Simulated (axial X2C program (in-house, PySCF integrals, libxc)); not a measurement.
Potential curves of TaO, 2c

Computed with an in-house all-electron X2C program for linear molecules (integrals from PySCF). Two-component (2c) means X2C with spin–orbit coupling and atomic mean-field two-electron Coulomb and Gaunt terms. Basis: Ta dyall-cv3z [13s14p9d7f4g], O dyall-av3z [7s6p3d2f] (cores contracted in-house); Gaussian nuclei, density fitting, unrestricted open shells. Masses: Ta 180.948 u, O 15.995 u.

State: Ω = 3/2 (⟨Sz⟩ = -0.49, ⟨Lz⟩ = 1.99 at PBE0). Energies in kJ/mol from the lowest point of each curve. Fits are polynomials in 1 − R0/R over 0.85 to 1.23 times the lowest point R0.

| R (Å) | PBE0 | B97-3 |
| --- | --- | --- |
| 1.5783 | 33.04 | 34.84 |
| 1.6286 | 6.92 | 7.78 |
| 1.6790 | 0.00 | 0.00 |
| 1.7378 | 10.65 | 9.69 |
| 1.7965 | 36.26 | 34.41 |
| 1.8721 | 84.50 | 81.54 |

The state is a single determinant with fixed occupations, the lowest that a limited PBE0 search found. Density functionals use the spin component along the axis (collinear). Other states lie close and PBE0, whose exact exchange favours high spin, may order them wrongly; the determinant shown need not be the ground state. The nearest other 2c determinant of the search, Ω = 3/2, lies 0.30 eV up at the distance of the search. Without a current term, density functionals place determinants with orbital angular momentum somewhat too high.

Task: What are Re and ωe at the PBE0 level?

Result: At PBE0, 2c: Re = 1.675 Å, ωe ≈ 1070 cm⁻¹; Be follows as 0.409 cm⁻¹.

Task: Fit the B97-3 curve near its minimum: give the equilibrium distance and the harmonic wavenumber.

Result: At B97-3, 2c: Re = 1.678 Å, ωe ≈ 1070 cm⁻¹; Be follows as 0.408 cm⁻¹.
